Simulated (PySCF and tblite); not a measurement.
The numbers below are computed, except where a source is named.
C7H3F3O3, numbered as in [O:1]=[CH:2][c:3]1[cH:4][c:5](=[O:6])[cH:7][c:8]([C:9]([F:10])([F:11])[F:12])[o:13]1. Free energies: PBE0-D3(BJ)/pcSseg-1 on GFN2-xTB structures plus GFN2-xTB thermal terms, symmetry and mirror images included. Conformers within 2.5 kcal/mol (GFN2-xTB free energy) were kept, 2 at most. GIAO shieldings: PBE0/pcSseg-1. Shifts are against TMS (¹H), TMS (¹³C), CFCl3 (¹⁹F) at the same level. (PySCF 2.14, tblite 0.8.)

Torsions listed: O1–C2–C3–O13.

```
conformer  shape  point group  mirror pair  ΔE(DFT)  Δ(G−E) at 350 K  δ C4 (ppm)
        1   180°           Cs           no     0.00             0.00       125.3
        2     0°           Cs           no     0.82             0.06       134.8
```

Energies in kcal/mol; the thermal term leaves out symmetry numbers and mirror images.

Problem. Work out the weights at 350 K and the ¹³C shift of C4 under fast exchange.

Solution. RT = 0.696 kcal/mol. Each conformer gets RT ln(σ/g), with σ the rotational symmetry number and g = 2 for a mirror pair: 1: σ = 1, g = 1, G = 0.00 + 0.00 + 0.00 = 0.00, 0.00 above the lowest, exp(−ΔG/RT) = 1.000; 2: σ = 1, g = 1, G = 0.82 + 0.06 + 0.00 = 0.88, 0.88 above the lowest, exp(−ΔG/RT) = 0.283. The sum is 1.283, so the weights are 77.9, 22.1 %. The averaged shift is 127.4 ppm. At 298.15 K it is 127.1 ppm. At 298.15 K the leading conformer alone gives 125.3 ppm and bare DFT energies give 127.2 ppm.


Conformer gaps in pcSseg-1 on xTB geometries can be 2 kcal/mol off for S=O, P=O and other polar bonds.